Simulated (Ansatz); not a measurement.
```yaml
crystal:
  periodic: [false, false, false]
  atoms:
    - {symbol: N, position_ang: [4.279427, -1.768766, -1.014467]}
    - {symbol: C, position_ang: [3.630394, -0.906962, -0.546329]}
    - {symbol: C, position_ang: [2.831405, 0.131527, 0.018088]}
    - {symbol: C, position_ang: [3.523415, 1.239352, 0.591894]}
    - {symbol: N, position_ang: [4.083701, 2.157461, 1.067557]}
    - {symbol: C, position_ang: [1.424348, 0.065944, 0.009498]}
    - {symbol: C, position_ang: [0.738609, -1.063011, -0.575689]}
    - {symbol: C, position_ang: [-0.629492, -1.126552, -0.584485]}
    - {symbol: C, position_ang: [-1.424369, -0.066408, -0.008737]}
    - {symbol: C, position_ang: [-2.831446, -0.131436, -0.018295]}
    - {symbol: C, position_ang: [-3.630322, 0.907460, 0.545537]}
    - {symbol: N, position_ang: [-4.279133, 1.769747, 1.013092]}
    - {symbol: C, position_ang: [-3.523496, -1.238818, -0.592902]}
    - {symbol: N, position_ang: [-4.083809, -2.156424, -1.069507]}
    - {symbol: C, position_ang: [-0.738625, 1.062367, 0.576785]}
    - {symbol: C, position_ang: [0.629472, 1.125911, 0.585577]}
    - {symbol: H, position_ang: [1.336213, -1.874985, -1.016587]}
    - {symbol: H, position_ang: [-1.143554, -1.990198, -1.032448]}
    - {symbol: H, position_ang: [-1.336239, 1.874278, 1.017789]}
    - {symbol: H, position_ang: [1.143521, 1.989514, 1.033638]}
basis:
  gaussian: {orbitals: STO-3G}
hamiltonian: {xc: {name: BHLYP}}
scf: {omitted_lower_state_checks: [starts]}
```

```sh
$ ansatz run in.yaml --threads 4 --pin off --events-out ev --progress --plain --max-ram 6963MiB
```

It prints (some lines left out):

```
Functional definition: BHLYP
1195 factors; integrals over basis functions are off by at most 3.6e-5 eV
mean field evaluation 1: about -18206.7002 eV, gradient 7.2e1 eV
mean field evaluation 2: about -18173.2257 eV, gradient 1.3e2 eV
mean field evaluation 4: about -18220.9013 eV, gradient 3.0e0 eV
mean field evaluation 8: about -18220.8864 eV, gradient 1.2e-1 eV
mean field evaluation 16: about -18220.8865 eV, gradient 8.3e-5 eV
mean field -18220.88651224 eV, -669.6052287643 hartree, gradient 8.2e-5 eV, S^2 0.000000; 0 other end points of the search recorded, 0 dependent functions left out
reference -18220.88668512 eV, -669.6052351176 hartree; 52, 52 occupied and 32, 32 virtual orbitals, 1195 factors
Total energy: -18220.88668512 eV, -669.6052351176 hartree
Checks for a lower state left out: starts
```

Hardware: 4 threads of Arm Neoverse V2 on a shared host. Wall time 1.9 s.
